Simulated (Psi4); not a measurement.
H6GeSi, triplet, at the geometry of the source list (a higher spin typed on purpose: for a closed-shell molecule this is an excited state), atoms displaced at random by about 0.03 Å a coordinate; PBE/STO-3G, gradient in Psi4.

Here is a job for Psi4.
```
memory 2 GB

molecule mol {
0 3
Si   -1.218599    0.153449   -0.001917
Ge    1.076767   -0.076585   -0.026592
H    -1.805760   -0.773330    1.101326
H    -1.566659    1.516515    0.268681
H    -1.793665   -0.274148   -1.368844
H     1.643459   -1.451408   -0.530622
H     1.853332    0.923664   -0.861741
H     1.745058    0.005208    1.298179
symmetry c1
no_reorient
no_com
}

set {
  basis sto-3g
  reference uks
}

gradient('pbe')
print_variables()
```

Task: What does Psi4 print? Leave out banner, timings and long lists.

Result: 
```
gradient() will perform analytic gradient computation.

   => Loading Basis Set <=

    Name: STO-3G
    Role: ORBITAL
    Keyword: BASIS

         ---------------------------------------------------------
                                   SCF
               by Justin Turney, Rob Parrish, Andy Simmonett
                          and Daniel G. A. Smith
                              UKS Reference
         ---------------------------------------------------------

  ==> Geometry <==

    Molecular point group: c1
    Full point group: C1

    Geometry (in Angstrom), charge = 0, multiplicity = 3:

       Center              X                  Y                   Z               Mass
    ------------   -----------------  -----------------  -----------------  -----------------
         SI          -1.218599000000     0.153449000000    -0.001917000000    27.976926534650
         GE           1.076767000000    -0.076585000000    -0.026592000000    73.921177761000
         H           -1.805760000000    -0.773330000000     1.101326000000     1.007825032230
         H           -1.566659000000     1.516515000000     0.268681000000     1.007825032230
         H           -1.793665000000    -0.274148000000    -1.368844000000     1.007825032230
         H            1.643459000000    -1.451408000000    -0.530622000000     1.007825032230
         H            1.853332000000     0.923664000000    -0.861741000000     1.007825032230
         H            1.745058000000     0.005208000000     1.298179000000     1.007825032230

  Running in c1 symmetry.

  Rotational constants: A =      1.41829  B =      0.11057  C =      0.11036 [cm^-1]
  Rotational constants: A =  42519.15773  B =   3314.87849  C =   3308.62634 [MHz]
  Nuclear repulsion =  176.260051745590459

  Charge       = 0
  Multiplicity = 3
  Electrons    = 52
  Nalpha       = 27
  Nbeta        = 25

  ==> Algorithm <==

  SCF Algorithm Type is DF.
  DIIS enabled.
  MOM disabled.
  Fractional occupation disabled.
  Guess Type is SAD.
  Energy threshold   = 1.00e-08
  Density threshold  = 1.00e-08
  Integral threshold = 1.00e-12

  ==> Primary Basis <==

  Basis Set: STO-3G
    Blend: STO-3G
    Number of shells: 19
    Number of basis functions: 33
    Number of Cartesian functions: 34
    Spherical Harmonics?: true
    Max angular momentum: 2

  ==> DFT Potential <==

   => LibXC <=

    Version 7.1.2
    S. Lehtola, C. Steigemann, M. J. T. Oliveira, and M. A. L. Marques,  SoftwareX 7, 1–5 (2018) (10.1016/j.softx.2017.11.002)

   => Composite Functional: PBE <=

    PBE GGA Exchange-Correlation Functional

    J.P. Perdew et. al., Phys. Rev. Lett., 77(18), 3865-3868, 1996

    Deriv               =              1
    GGA                 =           TRUE
    Meta                =          FALSE

    Exchange Hybrid     =          FALSE
    MP2 Hybrid          =          FALSE

   => Exchange Functionals <=

    1.0000     XC_GGA_X_PBE

   => Correlation Functionals <=

    1.0000     XC_GGA_C_PBE

   => LibXC Density Thresholds  <==

    XC_GGA_C_PBE:  1.00E-12
    XC_GGA_X_PBE:  1.00E-15

   => Molecular Quadrature <=

    Radial Scheme          =       TREUTLER
    Pruning Scheme         =           NONE
    Nuclear Scheme         =       TREUTLER

    Blocking Scheme        =         OCTREE
    BS radius alpha        =              1
    Pruning alpha          =              1
    Radial Points          =             75
    Spherical Points       =            302
    Total Points           =         171088
    Total Blocks           =           1323
    Max Points             =            256
    Max Functions          =             32
    Weights Tolerance      =       1.00E-15

   => Loading Basis Set <=

    Name: (STO-3G AUX)
    Role: JKFIT
    Keyword: DF_BASIS_SCF

  ==> Integral Setup <==

  SCF_SUBTYPE=INCORE selected. In-core MEM_DF algorithm will be used.
  Using in-core AOs.

  ==> MemDFJK: Density-Fitted J/K Matrices <==

    J tasked:                   Yes
    K tasked:                    No
    wK tasked:                   No
    Algorithm:                 Core
    Schwarz Cutoff:           1E-12
    Mask sparsity (%):       5.3260
    Fitting Condition:        1E-10

   => Auxiliary Basis Set <=

  Basis Set: (STO-3G AUX)
    Blend: DEF2-UNIVERSAL-JKFIT
    Number of shells: 134
    Number of basis functions: 502
    Number of Cartesian functions: 646
    Spherical Harmonics?: true
    Max angular momentum: 5

  Minimum eigenvalue in the overlap matrix is 2.6771002350E-01.
  Reciprocal condition number of the overlap matrix is 1.3542979007E-01.
    Using symmetric orthogonalization.

  ==> Pre-Iterations <==

  SCF Guess: Superposition of Atomic Densities via on-the-fly atomic UHF (no occupation information).

   -------------------------
    Irrep   Nso     Nmo
   -------------------------
     A         33      33
   -------------------------
    Total      33      33
   -------------------------

  ==> Iterations <==

                           Total Energy        Delta E     RMS |[F,P]|

   @DF-UKS iter SAD: -2339.63156011331603   -2.33963e+03   0.00000e+00
   @DF-UKS iter   1: -2341.02672169997140   -1.39516e+00   2.28924e-02 DIIS/ADIIS
   @DF-UKS iter   2: -2284.99249349667343    5.60342e+01   1.64193e-01 ADIIS
   @DF-UKS iter   3: -2339.38534330304719   -5.43928e+01   6.91355e-02 DIIS/ADIIS
   @DF-UKS iter   4: -2341.66439033645156   -2.27905e+00   9.87318e-03 DIIS/ADIIS
   @DF-UKS iter   5: -2341.49926947236690    1.65121e-01   1.26188e-02 DIIS/ADIIS
   @DF-UKS iter   6: -2341.78176130483007   -2.82492e-01   8.05484e-03 DIIS/ADIIS
   @DF-UKS iter   7: -2341.82575072074087   -4.39894e-02   4.73243e-03 DIIS/ADIIS
   @DF-UKS iter   8: -2341.80922919237264    1.65215e-02   6.10388e-03 DIIS/ADIIS
   @DF-UKS iter   9: -2341.86714824801493   -5.79191e-02   3.46145e-03 DIIS/ADIIS
   @DF-UKS iter  10: -2341.87943868327875   -1.22904e-02   2.75522e-03 DIIS/ADIIS
[...]
  @DF-UKS Final Energy: -2341.89372253200418
[...]
    One-Electron Energy =               -3627.3029432070502480
    Two-Electron Energy =                1211.3040625019800700
    DFT Exchange-Correlation Energy =    -102.1548935725242160
    Empirical Dispersion Energy =           0.0000000000000000
    VV10 Nonlocal Energy =                  0.0000000000000000
    Total Energy =                      -2341.8937225320041762

  UHF NO Occupations:
  HONO-2 :   25  A 1.9997356
  HONO-1 :   26  A 1.0000000
  HONO-0 :   27  A 1.0000000
  LUNO+0 :   28  A 0.0002644
  LUNO+1 :   29  A 0.0001214
  LUNO+2 :   30  A 0.0000610
  LUNO+3 :   31  A 0.0000430

Computation Completed

Properties will be evaluated at   0.000000,   0.000000,   0.000000 [a0]

Properties computed using the SCF density matrix

 Multipole Moments:

 ------------------------------------------------------------------------------------
     Multipole            Electronic (a.u.)      Nuclear  (a.u.)        Total (a.u.)
 ------------------------------------------------------------------------------------

 L = 1.  Multiply by 2.5417464519 to convert [e a0] to [Debye]
 Dipole X            :        -32.6989455           33.0171494            0.3182038
 Dipole Y            :          0.6946324           -0.6726159            0.0220165
 Dipole Z            :          1.9139102           -1.8345518            0.0793584
 Magnitude           :                                                    0.3286885

 ------------------------------------------------------------------------------------

         ------------------------------------------------------------
                                   SCF GRAD
                          Rob Parrish, Justin Turney,
                       Andy Simmonett, and Alex Sokolov
         ------------------------------------------------------------

  ==> Geometry <==

    Molecular point group: c1
    Full point group: C1

    Geometry (in Angstrom), charge = 0, multiplicity = 3:

       Center              X                  Y                   Z               Mass
    ------------   -----------------  -----------------  -----------------  -----------------
         SI          -1.218599000000     0.153449000000    -0.001917000000    27.976926534650
         GE           1.076767000000    -0.076585000000    -0.026592000000    73.921177761000
         H           -1.805760000000    -0.773330000000     1.101326000000     1.007825032230
         H           -1.566659000000     1.516515000000     0.268681000000     1.007825032230
         H           -1.793665000000    -0.274148000000    -1.368844000000     1.007825032230
         H            1.643459000000    -1.451408000000    -0.530622000000     1.007825032230
         H            1.853332000000     0.923664000000    -0.861741000000     1.007825032230
         H            1.745058000000     0.005208000000     1.298179000000     1.007825032230

  Nuclear repulsion =  176.260051745590459

  ==> Basis Set <==

  Basis Set: STO-3G
    Blend: STO-3G
    Number of shells: 19
    Number of basis functions: 33
    Number of Cartesian functions: 34
    Spherical Harmonics?: true
    Max angular momentum: 2

  ==> DFJKGrad: Density-Fitted SCF Gradients <==

    Gradient:                    1
    J tasked:                  Yes
    K tasked:                   No
    wK tasked:                  No
    Integrals threads:           1
    Schwarz Cutoff:          1E-12
    Fitting Condition:       1E-10

   => Auxiliary Basis Set <=

  Basis Set: (STO-3G AUX)
    Blend: DEF2-UNIVERSAL-JKFIT
    Number of shells: 134
    Number of basis functions: 502
    Number of Cartesian functions: 646
    Spherical Harmonics?: true
    Max angular momentum: 5

  ==> DFT Potential <==

   => LibXC <=

    Version 7.1.2
    S. Lehtola, C. Steigemann, M. J. T. Oliveira, and M. A. L. Marques,  SoftwareX 7, 1–5 (2018) (10.1016/j.softx.2017.11.002)

   => Composite Functional: PBE <=

    PBE GGA Exchange-Correlation Functional

    J.P. Perdew et. al., Phys. Rev. Lett., 77(18), 3865-3868, 1996

    Deriv               =              1
    GGA                 =           TRUE
    Meta                =          FALSE

    Exchange Hybrid     =          FALSE
    MP2 Hybrid          =          FALSE

   => Exchange Functionals <=

    1.0000     XC_GGA_X_PBE

   => Correlation Functionals <=

    1.0000     XC_GGA_C_PBE

   => LibXC Density Thresholds  <==

    XC_GGA_C_PBE:  1.00E-12
    XC_GGA_X_PBE:  1.00E-15

   => Molecular Quadrature <=

    Radial Scheme          =       TREUTLER
    Pruning Scheme         =           NONE
    Nuclear Scheme         =       TREUTLER

    Blocking Scheme        =         OCTREE
    BS radius alpha        =              1
    Pruning alpha          =              1
    Radial Points          =             75
    Spherical Points       =            302
    Total Points           =         171088
    Total Blocks           =           1323
    Max Points             =            256
    Max Functions          =             32
    Weights Tolerance      =       1.00E-15

  -Total Gradient:
     Atom            X                  Y                   Z
    ------   -----------------  -----------------  -----------------
       1        0.139469063206     0.015198480367    -0.013913819247
       2       -0.171525171255     0.036334970660     0.030505096548
       3        0.009299488167    -0.013687457603     0.011166793204
       4        0.024421364572    -0.017577750996    -0.001139452786
       5       -0.002148945432    -0.010785878167    -0.018776605244
       6       -0.011067417228    -0.017802086847    -0.011271459463
       7       -0.003243349740     0.005741855398    -0.005258951568
       8        0.014846305740     0.002606939350     0.008664462480

  Variable Map:
  ----------------------------------------------------------------------------
[...]
  Array Variable Map:
  ----------------------------------------------------------------------------
[...]
[...]
```
